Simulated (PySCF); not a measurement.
PySCF 2.14 output of an unrestricted PBE0 calculation on a single atom or ion in def2-SVP (5s4p3d, 32 functions), with the non-relativistic Hamiltonian (point nucleus):

```
SCF conv_tol = 1e-09
number electrons alpha = 17  beta = 15
    C. Adamo and V. Barone.,  J. Chem. Phys. 110, 6158 (1999)
    M. Ernzerhof and G. E. Scuseria.,  J. Chem. Phys. 110, 5029 (1999)
cycle= 1 E= -2234.89700861161  delta_E= -0.00504  |g|= 0.08  |ddm|= 0.177
cycle= 2 E= -2234.89731647003  delta_E= -0.000308  |g|= 0.0652  |ddm|= 0.0589
cycle= 3 E= -2234.89795084364  delta_E= -0.000634  |g|= 0.00114  |ddm|= 0.0279
cycle= 4 E= -2234.89795143153  delta_E= -5.88e-07  |g|= 0.000159  |ddm|= 0.00154
cycle= 5 E= -2234.89795143936  delta_E= -7.83e-09  |g|= 4.09e-06  |ddm|= 0.000213
cycle= 6 E= -2234.89795143937  delta_E= -8.64e-12  |g|= 1.91e-07  |ddm|= 6.75e-06
converged SCF energy = -2234.89795143937  <S^2> = 2.0028007  2S+1 = 3.0018665
```

The run itself started from symmetry-adapted Hartree-Fock orbitals and held the occupation by maximum overlap, on a logarithmic radial grid, so the iterations belong to that start.

Which element, charge and spin multiplicity is this?

As+ (arsenic, charge +1), multiplicity 3; the state was [Ar] 3d10 4s2 4p2, high-spin 3P determinant.
